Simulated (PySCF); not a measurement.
Nonlinear optical response: 4-(methylthio)benzyl alcohol (SMILES CSc1ccc(CO)cc1)

Molfile (atoms numbered from 1):
```
C8H10OS
     RDKit          3D

 20 20  0  0  0  0  0  0  0  0999 V2000
   -3.6467   -0.5086    0.8449 C   0  0  0  0  0  0  0  0  0  0  0  0
   -2.8773   -0.9278   -0.7245 S   0  0  0  0  0  0  0  0  0  0  0  0
   -1.2039   -0.4220   -0.5045 C   0  0  0  0  0  0  0  0  0  0  0  0
   -0.3329   -0.6459   -1.5829 C   0  0  0  0  0  0  0  0  0  0  0  0
    1.0044   -0.2837   -1.4964 C   0  0  0  0  0  0  0  0  0  0  0  0
    1.5169    0.3189   -0.3418 C   0  0  0  0  0  0  0  0  0  0  0  0
    2.9606    0.7483   -0.2543 C   0  0  0  0  0  0  0  0  0  0  0  0
    3.4656    0.7653    1.0515 O   0  0  0  0  0  0  0  0  0  0  0  0
    0.6470    0.5374    0.7269 C   0  0  0  0  0  0  0  0  0  0  0  0
   -0.6966    0.1727    0.6558 C   0  0  0  0  0  0  0  0  0  0  0  0
   -3.6200    0.5739    1.0385 H   0  0  0  0  0  0  0  0  0  0  0  0
   -3.1865   -1.0523    1.6831 H   0  0  0  0  0  0  0  0  0  0  0  0
   -4.6951   -0.8241    0.7550 H   0  0  0  0  0  0  0  0  0  0  0  0
   -0.7123   -1.1177   -2.4931 H   0  0  0  0  0  0  0  0  0  0  0  0
    1.6665   -0.4778   -2.3456 H   0  0  0  0  0  0  0  0  0  0  0  0
    3.5696    0.1146   -0.9304 H   0  0  0  0  0  0  0  0  0  0  0  0
    3.0626    1.7810   -0.6302 H   0  0  0  0  0  0  0  0  0  0  0  0
    3.3528   -0.1189    1.4182 H   0  0  0  0  0  0  0  0  0  0  0  0
    1.0369    1.0017    1.6359 H   0  0  0  0  0  0  0  0  0  0  0  0
   -1.3417    0.3614    1.5146 H   0  0  0  0  0  0  0  0  0  0  0  0
  1  2  1  0
  2  3  1  0
  3  4  1  0
  4  5  2  0
  5  6  1  0
  6  7  1  0
  7  8  1  0
  6  9  2  0
  9 10  1  0
 10  3  2  0
  1 11  1  0
  1 12  1  0
  1 13  1  0
  4 14  1  0
  5 15  1  0
  7 16  1  0
  7 17  1  0
  8 18  1  0
  9 19  1  0
 10 20  1  0
M  END
```

Method used: quadratic response CAM-B3LYP/aug-cc-pVDZ first hyperpolarisability, Taylor convention, gas phase in PySCF 2.14.0. Geometry: PBE0-D3(BJ)/def2-SVP.

(1) What is the first hyperpolarisability, and how does it disperse?

(2) Which lowest excitations, dipole and polarisabilities go with it?

## Answers

(1) In au, Taylor convention; the vector part is βᵢ = ⅓ Σⱼ (βᵢⱼⱼ + βⱼᵢⱼ + βⱼⱼᵢ); β∥ is 3/5 of the vector part along the dipole, the dipole points from − to +:
```
                   process  λ (nm)  β vector norm     β∥  β HRS  depolarisation ratio
           static β(0;0,0)       ∞          341.6  155.6  159.1                  3.64
second harmonic β(−2ω;ω,ω)    1907          383.1  173.8  176.9                  3.73
         Pockels β(−ω;ω,0)    1907          354.7  161.3      –                     –
second harmonic β(−2ω;ω,ω)    1064          503.4  226.3  228.1                  3.94
         Pockels β(−ω;ω,0)    1064          386.3  175.2      –                     –
```

(2) S1 4.78 eV (f = 0.015); S2 5.12 eV (f = 0.059); S3 5.15 eV (f = 0.246); dipole 1.16 D; isotropic α 124.7 au static, 125.2 au at 1907 nm, 126.4 au at 1064 nm, 126.8 au at 953.5 nm, 132.3 au at 532 nm.
